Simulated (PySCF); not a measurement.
**A ladder for the ionisation energy of Tc²⁺**

Tc²⁺ [Kr] 4d5 (6S) → Tc³⁺ [Kr] 4d4 (5D). Scalar values calculated with PySCF 2.14 in aug-cc-pVTZ-DK (spin-free X2C; valence: [Kr] frozen). The spin-orbit shift comes from two-component X2C-1e calculations (generalised Hartree-Fock, GHF, and MP2 on its spinors, GMP2) in x2c-QZVPPall-2c: GMP2 gives 29.787 eV without and 29.635 eV with screened spin-orbit coupling, a shift of -0.153 eV (GHF: -0.144 eV). Sums use unrounded values; where a UHF row is shifted, it takes the GHF shift.

```tsv
method	scalar (eV)	plus spin-orbit shift (eV)	error (eV)
UHF	28.779	28.635	-0.915
MP2 (valence)	29.422	29.269	-0.281
SCS-MP2 (valence)	28.994	28.841	-0.709
CCSD (valence)	29.459	29.307	-0.243
CCSD(T) (valence)	29.473	29.320	-0.230
LDA	30.171	30.018	0.468
PBE	29.970	29.817	0.267
PBE0	29.913	29.760	0.210
r2SCAN	29.957	29.804	0.254
TPSSh	29.758	29.605	0.055
B97-3	29.626	29.473	-0.077
MN15	29.733	29.580	0.030
```

Reference: 29.55 eV (semi-empirical (NIST evaluation); NIST Atomic Spectra Database, ionization energies).

The errors of the correlated levels include the incompleteness of the basis and the frozen core, so a lower level can come closer by cancellation.
